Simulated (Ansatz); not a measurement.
K₄H₄ was relaxed with r2SCAN-D4 (def2-SVP) in Ansatz in these states: neutral quintet, neutral singlet, neutral triplet. The geometries follow in no particular order.

A:

```xyz
8

K     0.990    1.149   -1.754
K    -2.004   -0.923   -0.714
K     1.418   -1.690    0.715
K    -0.405    1.463    1.753
H    -1.373    1.637   -0.692
H     1.940    0.893    0.692
H     0.392   -1.417   -1.698
H    -0.959   -1.113    1.698
```

B:

```xyz
8

K    -1.8697    2.1837   -3.1563
K     3.0143   -0.2751    2.7405
K     1.1828    1.0762   -0.6675
K    -1.8068   -0.0813    1.3185
H     0.2938   -1.8305   -0.2065
H    -1.5082    1.1471   -0.8143
H     0.0382   -2.0558   -0.8903
H     0.6557   -0.1642    1.6759
```

C:

```
atom   x (Å)   y (Å)   z (Å)
  K1  -1.352  -3.275   0.929
  K2  -0.314   2.997  -2.017
  K3  -1.016   1.596   3.088
  K4   2.710  -1.421  -2.021
  H5  -1.038  -0.296  -1.061
  H6   1.163  -0.134   0.958
  H7  -1.436  -0.002  -0.471
  H8   1.282   0.534   0.593
```

Task: Judge from the bond lengths which geometry belongs to which state (an estimate).

Result: A is the neutral singlet (K1–K2 3.786 Å, K3–K4 3.787 Å, K1–H5 2.636 Å); B is the neutral triplet (K1–K2 8.042 Å, K3–K4 3.771 Å, K1–H5 5.431 Å); C is the neutral quintet (K1–K2 7.007 Å, K3–K4 7.006 Å, K1–H5 3.596 Å).

In the triplet, H5 and H7 lie 0.76 Å apart (atoms count from 1), so H2 has formed as a molecule. In the quintet, H5 and H7 lie 0.77 Å apart, H6 and H8 lie 0.77 Å apart (atoms count from 1), so H2 has formed as a molecule. The neutral quintet has come apart into loosely held pieces.
